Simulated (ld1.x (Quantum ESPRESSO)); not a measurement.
## Se (Z = 34): one change to a TM potential, before and after

ld1.x (Quantum ESPRESSO) 7.5 input, shortened:

```
&input
   title='Se', zed=34., rel=0, dft='PBESOL', iswitch=3,
   config='[Ar] 3d10 4s2 4p4'
 /
 &inputp
   pseudotype=2, tm=.true., lloc=1,
   nlcc=.false.
 /
3
4S  1  0   2.00   0.00  1.40  1.40  0.0
3D  3  2  10.00   0.00  0.80  0.80  0.0
4P  2  1   4.00   0.00  1.30  1.30  0.0
 &test
   configts(1)='3d10 4s2 4p4'
 /
```

Change: functional Wu–Cohen.

Cutoffs: the cutoffs (Ry, on a coarse ladder) from which the occupation-weighted sum of valence levels, in a spherical-Bessel basis at the reference potential, stays within 10 and 1 mRy of its value at 400 Ry; they do not see the model core or the augmentation charge, which bear on the density cutoff. Errors are all-electron minus pseudo energies relative to the spin-unpolarised reference configuration.

Problem. What does the change do?

Solution. Of the 7 tests that both files solve, the error grows in 3 and shrinks in 0 by more than 15 % and 0.3 meV (median size 10.4 → 12.8 meV); neither file shows a bound ghost.

```csv
quantity,base,changed
"cutoff, loose",over 300 Ry,over 300 Ry
"cutoff, tight",over 300 Ry,over 300 Ry
bound ghosts,none,none
"error for 3d10 4s2 4p3, meV [ΔE 10.88 → 10.89 eV]",+2.3,+2.7
"error for 3d10 4s2 4p2, meV [ΔE 31.25 → 31.28 eV]",+9.9,+13
"error for 3d10 4s2 4p1, meV [ΔE 62.11 → 62.20 eV]",+18,+26
"error for 3d10 4s2 4p3.5, meV [ΔE 4.33 eV]",+0.5,+0.6
"error for 3d9 4s2 4p5, meV [ΔE 53.08 eV]",-1064,-1056
"error for 3d10 4s0 4p6, meV [ΔE 20.71 → 20.76 eV]",+10,+10
"error for 3d9 4s2 4p4, meV [ΔE 65.52 → 65.53 eV]",-987,-981
s: phases at 1.56 bohr within 0.05 rad from the reference energy up to (Ry; the scan ends near 5),to the end of the scan,to the end of the scan
p: phases at 1.56 bohr within 0.05 rad from the reference energy up to (Ry; the scan ends near 5),1.6,1.6
d: phases at 1.56 bohr within 0.05 rad from the reference energy up to (Ry; the scan ends near 5),-1.2,-1.2
```
